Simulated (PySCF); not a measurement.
Job for PySCF: R-BP86/6-31G* on BH3S (SMILES BS), a point of a torsion scan.

```python
from pyscf import gto, scf, dft, mp
from pyscf.data.elements import chemcore

mol = gto.M(
    atom='''
    B    -0.63784807   -0.06492887    0.20769734
    S     1.08364019   -0.47250693    0.39904515
    H    -1.39664582   -0.85879602   -0.18792078
    H    -0.86836057    1.07139675    0.04626118
    H     0.95333119   -1.49073752    1.24504425
    ''',
    basis='6-31g*',
    cart=True,
    charge=0, spin=0, verbose=3, max_memory=1800)
mf = dft.RKS(mol, xc='b88,p86')
mf.conv_tol = 1e-8
mf.max_cycle = 100
mf.kernel()
if not mf.converged:
    mf = mf.newton().run(mf.mo_coeff, mf.mo_occ)
```

The log:

```
converged SCF energy = -424.84769833231
```

The run converged.

Cost: around 3 core-seconds (rough).
